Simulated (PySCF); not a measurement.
## Heteronuclear NMR

Bonds (- single, = double, # triple, : aromatic): O1-C2 1.358 Å, C2:C3 1.391 Å, C3:C4 1.383 Å, C4:C5 1.381 Å, C5-F6 1.352 Å, C5:C7 1.384 Å, C7:C8 1.380 Å, C8:C2 1.393 Å. O1 carries H9; C3 carries H10; C4 carries H11; C7 carries H12; C8 carries H13.

[PySCF: NMR shieldings at PBE0/pcSseg-1/GIAO; GFN2-xTB geometry; non-relativistic Hamiltonian; one conformer; no solvent model; equivalent nuclei averaged]

Q: Where does ¹⁹F resonate?

A: 
| atoms | environment | σ (ppm) | δ (ppm) |
| --- | --- | --- | --- |
| F6 | aryl fluorine | 300.5 | -125.2 |

Shieldings were converted by a linear fit to measured shifts: ¹⁹F (scatter 6.0 ppm rms, 7.0 ppm with the 5 outliers that the fit left out vs CFCl3, solution or neat liquid, with a term for F on sp3 carbon). A few per cent of atoms miss by over 2 rms, more outside the fitted compound classes.

On a 500 MHz spectrometer ¹⁹F resonates near 470.5 MHz, so 1 ppm is 470.5 Hz.

Q: What are the ¹⁷O shifts?

A: 
```csv
atoms,environment,σ (ppm),δ (ppm)
O1,phenol-type oxygen,214.9,71.0
```

Shieldings were converted by a linear fit to measured shifts: ¹⁷O: δ = 266.70 − 0.911σ (rms 10.7 ppm, 155 shifts, 12.2 ppm with the 3 outliers that the fit left out vs liquid water, solution or neat liquid). Occasional misses reach two or three times the rms, and more in compound classes unlike the fitted ones.

On a 600 MHz spectrometer ¹⁷O resonates near 81.3 MHz, so 1 ppm is 81.3 Hz.
